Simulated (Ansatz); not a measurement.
`C[N](C)[Ge]([F])([F])[F]` + H₂Se → `[F][Ge]([F])([F])[SeH]` + `CNC` at 600 K and 1 bar (ligand exchange at a Ge–N bond).

Isolated molecules relaxed with PBE0-D4/def2-TZVP in Ansatz; ΔE leaves out vibrations. CCSD(T)/CBS is the MP2 limit (def2-TZVPP, def2-QZVPP) plus CCSD(T) − MP2 in def2-TZVPP, frozen cores. For Ge, Se outer-core shells are correlated without core-valence functions, which leaves a few kJ/mol of doubt a bond. Scalar relativity is left out up to krypton. Each species was taken in one conformer, which may not be the lowest.

```csv
species,CCSD(T)/CBS energy (Eh),H − E (kJ/mol),S (J/(mol·K))
`C[N](C)[Ge]([F])([F])[F]`,-2510.03269,314.7,522.2
H₂Se,-2401.89790,57.0,244.8
`[F][Ge]([F])([F])[SeH]`,-4776.93734,95.2,443.8
`CNC`,-135.00321,284.6,333.5
```

H − E and S are ideal-gas, rigid-rotor, harmonic terms from PBE0-D4/def2-TZVP, for one conformer and one mirror image of each species. 1 Eh = 2625.50 kJ/mol, R = 8.31446 J/(mol·K).

By hand: ΔE, ΔH, ΔS and ΔG.

ΔE = (-4776.93734) + (-135.00321) − (-2510.03269) − (-2401.89790) = -0.00996 Eh = -26.1 kJ/mol. Δ(H − E) = 95.2 + 284.6 − 314.7 − 57.0 = 8.1, so ΔH = -18.0 kJ/mol. ΔS = 443.8 + 333.5 − 522.2 − 244.8 = 10.3 J/(mol·K). ΔG = -18.0 − 600 × (10.3)/1000 = -24.2 kJ/mol.

By hand: the equilibrium constant, and the temperature at which ΔG would vanish if ΔH and ΔS stayed fixed.

log₁₀ K = −ΔG/(RT ln 10) = 2.1. ΔH and −TΔS have one sign here, so there is no such temperature.

TΔS isn't small against ΔH here. A doubt of 5 kJ/mol in ΔE shifts log₁₀ K by 0.4 here. Other conformers and mirror images would add mixing entropy, several J/(mol·K) or more a flexible species. Modes under 60 cm⁻¹, often nearly free rotors, make the harmonic entropy too high. These are equilibria of isolated gas molecules and say nothing of rates. Largest T1 diagnostic: 0.012 (customary marks: 0.02 for closed shells, 0.045 for open ones).

ΔS is within the doubt of such terms, so its sign, and with it that verdict, could turn.
